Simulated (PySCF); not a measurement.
Magnetic susceptibility: `InChI=1S/C8H14/c1-2-5-8-6-3-4-7-8/h3-4,8H,2,5-7H2,1H3`

Cartesian coordinates in Å; atom numbers follow the order of the lines, from 1:
```xyz
22

C    -3.2291   -0.0054    0.0454
C    -1.8297   -0.5517    0.3021
C    -0.7629    0.5265    0.1217
C     0.6472    0.0204    0.4130
C     1.1566   -1.0267   -0.5980
C     2.6047   -0.6803   -0.7733
C     2.9006    0.4937   -0.2452
C     1.7032    1.1449    0.3774
H    -3.9778   -0.7801    0.1935
H    -3.3142    0.3634   -0.9745
H    -3.4477    0.8158    0.7247
H    -1.7751   -0.9429    1.3207
H    -1.6327   -1.3803   -0.3809
H    -0.9847    1.3573    0.7971
H    -0.8048    0.9109   -0.9009
H     0.6550   -0.4298    1.4110
H     1.0178   -2.0487   -0.2432
H     0.6369   -0.9344   -1.5568
H     3.2806   -1.3335   -1.2986
H     3.8622    0.9778   -0.2593
H     1.9155    1.5441    1.3701
H     1.3678    1.9784   -0.2478
```

The calculation used PySCF, GIAO B3LYP/pcSseg-1 magnetisability, rotational g tensor and spin-rotation constants, non-relativistic, gas phase. Geometry: GFN2-xTB.

Q: What are the magnetisability and the molar susceptibility?

A: Isotropic -1390 × 10⁻³⁰ J/T², or -83.7 × 10⁻⁶ cm³/mol; principal values -1468, -1385, -1317 × 10⁻³⁰ J/T², anisotropy 131 × 10⁻³⁰ J/T² (root of half the summed squared differences of the principal values). The susceptibility is in cgs units.

Q: Split it along the inertial axes a, b, c into diamagnetic and paramagnetic parts about the centre of mass, with the quadrupole moment.

A: 
```csv
axis,χ (10⁻⁶ cm³/mol),diamagnetic (10⁻⁶ cm³/mol),paramagnetic (10⁻⁶ cm³/mol),summed x² of all electrons (Å²),quadrupole Θ (D Å)
a,-83.9,-355.7,271.8,294.3,-1.39
b,-79.4,-1352.9,1273.5,59.3,+1.97
c,-87.8,-1500.3,1412.5,24.6,-0.58
```
Anisotropies 2χaa − χbb − χcc = -0.7 and 2χbb − χaa − χcc = +12.9 × 10⁻⁶ cm³/mol. Θ is traceless in Buckingham's convention.

Q: And the rotational g tensor?

A: 
```csv
axis,rotational constant (GHz),g,nuclear part,electronic part
a,5.5703,-0.0219,0.6892,-0.7112
b,1.0106,-0.0071,0.5976,-0.6046
c,0.9052,-0.0021,0.5985,-0.6007
```
Asymmetric top; isotopes 12C, 1H; no vibrational averaging.
